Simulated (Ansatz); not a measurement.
`BC[SiH2]S[SiH3]` + HI → `BI` + `C[SiH2]S[SiH3]`  (ligand exchange at a B–C bond)

Computed with Ansatz on PBE0-D4/def2-TZVP structures; ΔE is electronic, products minus reactants. CCSD(T)/CBS adds triple-zeta CCSD(T) − MP2 to the extrapolated MP2 energy (def2 sets, frozen cores). Functionals use def2-TZVPP. B3LYP here is the variant with VWN-RPA as its local correlation; programs differ in this. Elements past krypton have def2 core potentials. For I outer-core shells are correlated without core-valence functions, which leaves a few kJ/mol of doubt a bond. Each species was taken in one conformer, which may not be the lowest.

`BC[SiH2]S[SiH3]`:

Cartesian coordinates in Å:
```
B -0.965 -1.258 -0.810
C 0.577 -1.395 -0.696
Si 1.100 0.397 -0.882
S -0.597 1.655 -0.457
Si -0.645 1.371 1.664
H -1.661 -1.276 0.164
H -1.487 -1.162 -1.884
H 1.042 -1.931 -1.528
H 0.939 -1.780 0.258
H 2.235 0.754 0.009
H 1.441 0.710 -2.291
H -2.063 1.315 2.089
H 0.046 0.104 2.016
H 0.039 2.498 2.348
```

HI:

Cartesian coordinates in Å:
```
I -0.479 -0.372 -0.529
H 0.479 0.372 0.529
```

`BI`:

Z-matrix (Å, degrees):
```
B
I 1 2.099
H 1 1.188 2 117.7
H 1 1.188 2 117.7 3 -180.0
```

`C[SiH2]S[SiH3]`:

Z-matrix (Å, degrees):
```
C
Si 1 1.862
H 1 1.092 2 110.7
H 1 1.092 2 110.7 3 -120.3
H 1 1.093 2 110.1 3 119.8
S 2 2.144 1 107.6 3 60.2
H 2 1.488 1 111.3 3 -59.7
H 2 1.488 1 111.3 3 180.0
Si 6 2.133 2 98.4 1 -179.8
H 9 1.486 6 111.0 2 60.5
H 9 1.486 6 111.0 2 -60.5
H 9 1.483 6 106.4 2 -180.0
```

| level | ΔE (kJ/mol) | difference from CCSD(T)/CBS |
| --- | --- | --- |
| r2SCAN-D4 | -54.3 | 3.7 |
| B3LYP-D4 | -53.7 | 4.3 |
| ωB97M-V | -48.6 | 9.4 |
| PBE | -58.9 | -0.9 |
| HF/def2-TZVPP | -73.4 | -15.4 |
| MP2/def2-TZVPP | -59.6 | -1.6 |
| SCS-MP2/def2-TZVPP | -61.2 | -3.2 |
| HF/def2-QZVPP | -73.5 | -15.5 |
| HF/CBS(def2) | -73.5 | -15.5 |
| CCSD/CBS(def2) | -59.1 | -1.1 |
| CCSD(T)/CBS | -58.0 | 0 |

Largest T1 diagnostic among the species: 0.012.

The D4 term adds +11.5 kJ/mol with B3LYP and +6.4 kJ/mol with PBE0; it sums over pairs of atoms, weighted by their polarisabilities, and B3LYP, whose exchange is more repulsive, gets the larger term. In def2-TZVPP, CCSD(T) changes the Hartree–Fock value by +16.8 kJ/mol (the triples alone add +1.1 kJ/mol) and MP2 by +13.8 kJ/mol.
